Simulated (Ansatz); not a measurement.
trans-PdH(PF3)2Br (P2PdHBrF6), relaxed as a singlet with RKS PBE0-D4/def2-SVP in Ansatz, starting from the GFN2-xTB geometry. Force threshold 0.02 eV/Å.

In the def2 sets Pd takes a core potential; there is no spin–orbit coupling.

Start:

```csv
atom,x (Å),y (Å),z (Å)
Pd1,0.234,0.117,0.191
H2,1.333,0.662,1.102
P3,-1.273,1.581,0.749
F4,-2.616,1.057,1.368
F5,-1.912,2.468,-0.376
F6,-1.096,2.766,1.779
Br7,-1.477,-0.732,-1.225
P8,1.408,-1.513,-0.640
F9,0.877,-2.980,-0.465
F10,2.909,-1.863,-0.288
F11,1.613,-1.564,-2.194
```

| step | energy (eV) | largest force component (eV/Å) | SCF passes |
| --- | --- | --- | --- |
| 1 | -108370.1754 | 2.251 | 17 |
| 2 | -108370.4705 | 0.945 | 21 |
| 3 (rejected) | -108370.3285 | 2.490 | 22 |
| 4 | -108370.5199 | 0.161 | 21 |
| 5 | -108370.5496 | 0.214 | 21 |
| 6 | -108370.5625 | 0.174 | 21 |
| 7 | -108370.5673 | 0.056 | 22 |
| 8 | -108370.5678 | 0.011 | 23 |

Force components are those of the run's own axes.

End:

Cartesian coordinates in Å:
```
Pd 0.039 0.020 0.031
H 1.162 0.577 0.958
P -1.312 1.626 0.775
F -2.631 1.177 1.495
F -1.895 2.623 -0.288
F -0.802 2.674 1.835
Br -1.751 -0.869 -1.447
P 1.452 -1.557 -0.659
F 1.034 -3.050 -0.416
F 2.920 -1.622 -0.091
F 1.784 -1.601 -2.192
```

By distances, no bond broke or formed. The bond that changes most is Pd1–Br7, from 2.38 to 2.49 Å (atoms count from 1).

No frequencies were taken in this run, so the end may be a saddle point.

Hardware: 4 threads of Arm Neoverse N1 on a shared host. Wall time 74 s.
